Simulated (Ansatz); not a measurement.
Geometry optimisation, Ansatz 0.2.0, UKS BLYP-D4/STO-3G.

The input (input.yaml):

```yaml
crystal:
  periodic: [false, false, false]
  atoms:
    - { symbol: B, position_ang: [-1.3978, -1.0205, 0.3468] }
    - { symbol: C, position_ang: [-0.0414, -0.4964, -0.2654] }
    - { symbol: "N", position_ang: [-0.2592, 0.0451, -1.631] }
    - { symbol: Al, position_ang: [1.2132, -2.1272, -0.3278] }
    - { symbol: C, position_ang: [0.6268, 0.5559, 0.6327] }
    - { symbol: Si, position_ang: [-0.298, 2.2227, 0.7288] }
    - { symbol: H, position_ang: [-2.4175, -0.8135, -0.2733] }
    - { symbol: H, position_ang: [-1.4679, -1.4054, 1.421] }
    - { symbol: H, position_ang: [-0.6013, -0.6867, -2.2029] }
    - { symbol: H, position_ang: [0.7056, 0.3238, -1.9843] }
    - { symbol: H, position_ang: [1.4725, -2.917, 1.047] }
    - { symbol: H, position_ang: [1.7398, -2.6412, -1.7034] }
    - { symbol: H, position_ang: [0.6721, 0.1996, 1.6715] }
    - { symbol: H, position_ang: [1.6228, 0.7987, 0.2982] }
    - { symbol: H, position_ang: [-1.6508, 1.9791, 1.2722] }
    - { symbol: H, position_ang: [-0.3833, 2.8238, -0.5983] }
    - { symbol: H, position_ang: [0.4454, 3.1589, 1.6086] }
magnetization:
  spin_polarized: true
basis:
  gaussian: { orbitals: STO-3G }
hamiltonian:
  xc: blyp
  dispersion: d4
relax:
  f_tol: 0.02
  max_steps: 50
output:
  orbitals: {}
```

Run as:

```bash
$ ansatz run input.yaml --threads 1 --pin off --max-ram 2048MiB --backend cpu --events-out ev --progress --plain --runs-dir out
```

Question: Where does it end, and by what steps?

Answer: The run converged. The force dipped under the threshold on the way, but the program's further checks kept it going. Limits of this set-up: minimal basis. After 25 steps the energy has fallen by 1.376 eV; H7 moved furthest, 1.23 Å. Joined: B1–Al4 (2.91 → 2.10 Å).

```
step  energy less start (eV)  largest force component (eV/Å)  accepted
   0                  0.0000                           4.197       yes
   1                 -0.6007                           1.372       yes
   2                 -0.8478                           1.023       yes
   3                 -0.9626                           0.976       yes
   4                 -1.0645                           0.766       yes
   5                 -1.1394                           0.499       yes
   6                 -1.2131                           0.409       yes
   7                 -1.2408                           0.882       yes
   8                 -1.2864                           0.568       yes
   9                 -1.2540                           0.741        no
  10                 -1.3074                           0.439       yes
  11                 -1.3395                           0.282       yes
  12                 -1.3496                           0.127       yes
  13                 -1.3587                           0.332       yes
  14                 -1.3636                           0.307       yes
  15                 -1.3669                           0.401       yes
  16                 -1.3720                           0.100       yes
  17                 -1.3721                           0.093       yes
  18                 -1.3732                           0.035       yes
  19                 -1.3743                           0.050       yes
  20                 -1.3751                           0.029       yes
  21                 -1.3756                           0.038       yes
  22                 -1.3759                           0.026       yes
  23                 -1.3762                           0.014       yes
  24                 -1.3763                           0.010       yes
  25                 -1.3763                           0.017       yes
```

```xyz
17
Properties=species:S:1:pos:R:3
B -1.122 -1.320 0.149
C -0.246 -0.205 -0.352
N -0.180 0.183 -1.724
Al 0.650 -2.442 0.017
C 0.629 0.717 0.545
Si -0.246 2.379 0.863
H -1.842 -1.836 -0.628
H -1.353 -1.349 1.302
H -0.645 -0.476 -2.403
H 0.736 0.559 -2.094
H 1.518 -2.670 1.238
H 1.034 -3.085 -1.300
H 0.808 0.214 1.515
H 1.620 0.906 0.076
H -1.546 2.148 1.469
H -0.407 3.094 -0.393
H 0.572 3.181 1.761
```

Whether the end is a true minimum wasn't checked by a vibrational analysis.

The run took 3.4 min on 1 thread of Intel(R) Xeon(R) Processor @ 2.70GHz, on a shared host, peak memory 0.23 GiB.
